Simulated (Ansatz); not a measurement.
In(NH3)F3 (InNF₃H₃). Total charge 0; singlet. Geometry PBE0-D4/def2-SVP, basis def2-TZVP, Ansatz.

```tsv
run	HOMO (eV)	LUMO (eV)
A	-10.37	-1.66
B	-8.51	-2.49
C	-14.91	1.44
D	-9.25	-2.16
E	-9.75	-2.23
F	-7.96	-2.63
```

In the def2 sets In takes a core potential; there is no spin–orbit coupling. B3LYP takes the VWN-RPA correlation.

The runs used B3LYP, HF, r2SCAN, r2SCAN0, r2SCANh, revPBE. Estimate which is which.

A r2SCAN0 (25 % exact exchange); B r2SCAN (0 % exact exchange); C HF (100 % exact exchange); D r2SCANh (10 % exact exchange); E B3LYP (20 % exact exchange); F revPBE (0 % exact exchange). Exact exchange lowers occupied and raises empty levels; among semilocal functionals meta-GGAs tend to open the gap a little, and such runs are hard to tell apart. The gap grows from 5.33 eV (revPBE) to 16.36 eV (HF).
